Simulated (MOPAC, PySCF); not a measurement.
C4H5ClSi, SMILES `C1=C(C=C[SiH2]1)Cl`, neutral singlet in the gas phase. 

Cartesian coordinates (Å):
```xyz
11

Cl     2.9425     0.5870     0.1294
C      1.2502     0.1702     0.0679
C      0.7698    -1.0681     0.2326
Si    -1.0834    -0.9205     0.0669
C     -1.0000     0.9263    -0.2271
C      0.2937     1.2752    -0.1850
H      1.4027    -1.9217     0.4198
H     -1.8233    -1.2957     1.2949
H     -1.6421    -1.6812    -1.0756
H     -1.7845     1.6480    -0.4044
H      0.6745     2.2806    -0.3194
```
Charge 0, multiplicity 1.

All levels are single points at this geometry (B3LYP-D3(BJ)/def2-TZVP); Pople sets use spherical d functions. Orbital energies aren't observables, and empty levels follow the basis.

```tsv
level	HOMO (eV)	LUMO (eV)	gap (eV)	dipole (D)	vertical IE, Delta-SCF (eV)
B3LYP-D3(BJ)/def2-TZVP in PySCF	-6.79	-1.98	4.81	1.22	8.84
B3LYP/6-311+G** in PySCF	-6.83	-2.00	4.83	1.42	–
B3LYP/LANL2DZ in PySCF	-6.74	-1.76	4.97	1.80	–
PBE/6-31G* in PySCF	-5.73	-2.39	3.33	1.31	8.60
HF/3-21G in PySCF	-9.22	2.03	11.24	2.02	–
HF/6-31G* in PySCF	-9.04	2.14	11.18	1.57	–
AM1 in MOPAC	-9.70	-0.26	9.44	1.49	–
PM3 in MOPAC	-9.32	-0.03	9.29	1.37	–
PM7 in MOPAC	-9.99	-0.50	9.49	1.99	–
```
